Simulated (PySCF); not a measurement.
PySCF job for B(F)(Cl)(OEt) (C2H5BClFO), SMILES ClB(F)OCC, C-PCM-PBE0/def2-SVP. Geometry optimised at PBE-D3(BJ)/def2-SVP. The structure was generated by enumeration, and PubChem lists no compound with its InChIKey, so it may never have been made. One conformer was computed; it need not be the lowest.

```python
import numpy as np
from pyscf import gto, scf, dft
from pyscf.solvent import pcm

mol = gto.M(
    atom='''
    B     0.30476391   -0.42174029    0.73386339
    F     0.81789715   -1.33410930    1.55718035
    Cl    1.25490905    1.05171204    0.41971334
    O    -0.90153580   -0.65435184    0.18659218
    C    -1.54717060    0.21601376   -0.75226235
    C    -1.12110329   -0.10244723   -2.17551221
    H    -2.63627499    0.05574584   -0.61831079
    H    -1.32018896    1.27394484   -0.49968181
    H    -1.31784338   -1.16554970   -2.41826050
    H    -1.68225955    0.52834271   -2.89385958
    H    -0.03985119    0.09751253   -2.31504449
    ''',
    basis='def2-SVP',
    charge=0,
    spin=0,
    max_memory=1600,
    verbose=3,
)
mf = dft.RKS(mol, xc='pbe0').density_fit(auxbasis='def2-universal-jkfit')
mf.grids.level = 3
mf.conv_tol = 1e-9
mf.max_cycle = 100
mf.kernel()
res = {}
for name, eps in {'water': 78.355, 'N,N-dimethylformamide': 37.219, 'acetonitrile': 35.688}.items():
    s = mf.PCM()
    s.with_solvent.method, s.with_solvent.eps, s.with_solvent.lebedev_order = 'C-PCM', eps, 29
    s.kernel(mf.make_rdm1())
    res[name] = (s.e_tot, eps, s.dip_moment(), s.mo_energy, s.converged)
    print(f'{name}: electrostatic solvation free energy {(s.e_tot - mf.e_tot) * 627.509474:.3f} kcal/mol')
```

Program output:

```
converged SCF energy = -738.687320692374

WARN: PCM is an experimental feature. It is still in testing.
Features and APIs may be changed in the future.

converged SCF energy = -738.691684746635
Dipole moment(X, Y, Z, Debye): -1.83130,  1.21453, -2.07360
water: electrostatic solvation free energy -2.738 kcal/mol

WARN: PCM is an experimental feature. It is still in testing.
Features and APIs may be changed in the future.

converged SCF energy = -738.691615552478
Dipole moment(X, Y, Z, Debye): -1.82616,  1.21024, -2.06859
N,N-dimethylformamide: electrostatic solvation free energy -2.695 kcal/mol

WARN: PCM is an experimental feature. It is still in testing.
Features and APIs may be changed in the future.

converged SCF energy = -738.691609908597
Dipole moment(X, Y, Z, Debye): -1.82574,  1.20989, -2.06818
acetonitrile: electrostatic solvation free energy -2.692 kcal/mol
```

Self-consistency was reached.

Cost: very roughly 70 core-seconds.
